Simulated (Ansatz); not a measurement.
C₂H₆OSiTe, SMILES `[SiH3]O/C=C\[TeH]`, relaxed with RKS PBE-D4/def2-SVP in Ansatz from a rough embedded geometry. The force threshold is 0.03 eV/Å; the program also tests the step.

The species carries charge 0 and has multiplicity 1. Te: def2 effective core potential.

Start:

```xyz
11

Si    1.153    1.062   -1.391
O    -0.010    0.061   -0.608
C    -0.226    0.165    0.740
C    -1.153   -0.530    1.447
Te   -2.349   -1.967    0.321
H     0.892    2.439   -1.254
H     2.517    0.753   -0.815
H     1.211    0.678   -2.807
H     0.388    0.925    1.348
H    -1.295   -0.420    2.437
H    -1.126   -3.165    0.581
```

(1) How much energy does the relaxation release, and in how many steps? (Estimate.)

(2) Which bonds change most? (Best estimate.)

(3) Give the relaxed structure. (An estimate is asked.)

## Answers

(1) Ansatz gave: 0.43 eV, in 6 steps.

(2) The calculation gave: Si1–H6 from 1.408 to 1.504 Å; C4–H10 from 1.006 to 1.099 Å; C4–Te5 from 2.182 to 2.132 Å; Te5–H11 from 1.732 to 1.687 Å.

(3) Ansatz gave: 
```xyz
11

Si    1.215    1.054   -1.391
O     0.085    0.094   -0.557
C    -0.208    0.185    0.760
C    -1.136   -0.567    1.387
Te   -2.367   -1.983    0.376
H     0.834    2.506   -1.288
H     2.589    0.858   -0.809
H     1.158    0.580   -2.806
H     0.375    0.929    1.344
H    -1.298   -0.418    2.464
H    -1.249   -3.238    0.521
```
